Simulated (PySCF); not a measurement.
This script is equivalent to a calculation on N³⁺ (nitrogen, charge +3).

```python
from pyscf import gto, scf, dft, mp, cc
import basis_set_exchange as bse
mol = gto.M(atom="N 0 0 0", charge=3, spin=0, symmetry="D2h",
            basis=gto.basis.parse(bse.get_basis("Sapporo-DZP-2012", elements=["N"], fmt="nwchem", header=False)),
            nucmod="G")
mf = dft.UKS(mol, xc="PBE0").sfx2c1e()
mf.irrep_nelec = {'Ag': (2, 2)}
mf.kernel()
```

(1) What total energy does it give?

(2) Which occupied shell lies highest, and where?

Results:

(1) -51.160 hartree (calculated).

(2) 2s, at -70.146 eV.
